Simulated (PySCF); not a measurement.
## Checking a proposed structure

A compound C6H10O2 gives the data below (simulated from a calculation) and was assigned the structure `CC(C)COC=C=O`.

¹³C{¹H} NMR (computed): δ 213.5 (C), 80.2 (CH2), 74.3 (CH2), 50.5 (CH), 48.1 (CH2), 11.7 (CH3).

¹H NMR (600 MHz, computed): δ 4.52 (m, 1H), 4.39 (m, 1H), 3.67 (m, 1H), 3.20 (m, 1H), 2.66 (m, 1H), 2.51 (m, 1H), 2.08 (m, 1H), 0.89 (d, 3H).

A single conformation, averaged over atoms made equivalent by symmetry, fast rotation or ring inversion, relativity neglected, no solvent model. Geometry: GFN2-xTB; σ from GIAO-PBE0/pcSseg-1; PySCF 2.14.

δ = σ(ref) − σ, references computed at the same level: ¹H (31.72 ppm) and ¹³C (186.93 ppm) vs TMS.

Q: Compare with the shifts computed for the proposed structure, pairing carbons in order of shift.

A: Numbering as in the mapped SMILES `[CH3:1][CH:2]([CH3:3])[CH2:4][O:5][CH:6]=[C:7]=[O:8]` (H(Xn): hydrogen on atom n).

```tsv
atom	computed for proposal	given list	difference
C7	259.1	213.5	+45.6
C6	86.2	80.2	+6.0
C4	80.1	74.3	+5.8
C2	33.9	50.5	-16.6
C1	21.1	48.1	-27.0
C3	21.1	11.7	+9.4
```

The rms difference is 23.3 ppm and the largest +45.6 ppm at C7 (central carbon of a ketene). The proposal also would give 5 carbon signals, not 6. The carbon types in order of shift don't match either: C, CH, CH2, CH, CH3, CH3 for the proposal against C, CH2, CH2, CH, CH2, CH3 in the data. The proposal doesn't fit.

Q: Which isomer fits?

A: SMILES C1COC[C@@H](C)C1=O.

- Carbon types of the structure: 1 × C, 1 × CH, 3 × CH2, 1 × CH3, which accounts for all hydrogens.
- δC 213.5: ketone carbonyl carbon; the double bond to the heteroatom, with no lone-pair donor beside it, deshields it most.
- δC 80.2, 74.3: sp3 CH2 bonded to O; pulled downfield by the heteroatom.
- δH 2.66, 2.08: hydrogen on an sp3 CH2 α to a carbonyl; α to C=O.
- δH 2.51: hydrogen on an sp3 CH α to a carbonyl; α to C=O.

The data come from this structure; uniqueness wasn't tested.

Shifts are as computed. Against solution values, carbons near 30 ppm lie about +3 ppm off and those near 130 ppm about +5 ppm. Of 1211 compounds with measured shifts, 218 miss one by over three times the rms of a fit or turn the order of signals round; such compounds aren't used in these exercises. Multiplicities follow the n + 1 count of equivalent neighbours, as no J values were calculated; m marks all less simple cases, F and P coupling included.
